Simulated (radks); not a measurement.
The numbers below are computed, except where a source is named.
Task: These are the eigenvalues of the occupied orbitals of an atom or ion with whole-number occupations (eV). Code: a radial shooting solver on a logarithmic mesh with Libxc functionals. Model: scalar-relativistic Kohn-Sham, LB94 model potential, spin-polarised, spherical densities, finite nucleus; Fermi nuclear charge, rms radius of each element as measured or else 0.836 A^(1/3) + 0.57 fm.

1s down: -73277.22
1s up: -73268.02
2s up: -17913.72
2s down: -17871.48
2p up: -16719.66

Which element is it, and in what charge state? The configuration may be excited. Open shells, if any, are filled with parallel spins first.

Result: Z = 72, hafnium, charge +67: Hf67+ in [He] 2s2 2p1. The list shows which subshells hold electrons but not how many an open one holds; the 1s level, -2692.9 hartree, gives Z - s = 73.4 by -(Z - s)^2/2, which with screening and relativity narrows Z to a few neighbours, and the depths of the outer levels then fix element, charge and occupations together.
